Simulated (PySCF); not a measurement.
# Electron correlation in Sc (scandium, neutral)

[Ar] 3d3, high-spin 4F determinant (an excited configuration). Computed with PySCF 2.14 in aug-cc-pwCVTZ-DK, with scalar relativity by spin-free X2C-1e. Frozen: [Ne]; 11 electrons correlated.

MP2 pair energies summed by pair of shells (mhartree):

| pair | energy | share (%) |
| --- | --- | --- |
| 3p-3p | -151.76 | 42.5 |
| 3p-3d | -97.99 | 27.4 |
| 3s-3p | -51.64 | 14.4 |
| 3d-3d | -30.61 | 8.6 |
| 3s-3d | -16.48 | 4.6 |
| 3s-3s | -8.95 | 2.5 |

Total MP2 correlation energy: -357.43 mhartree.

Same-spin part -118.75 and opposite-spin part -238.68 mhartree; SCS-MP2 scales them by 1/3 and 6/5 to -326.00 mhartree.
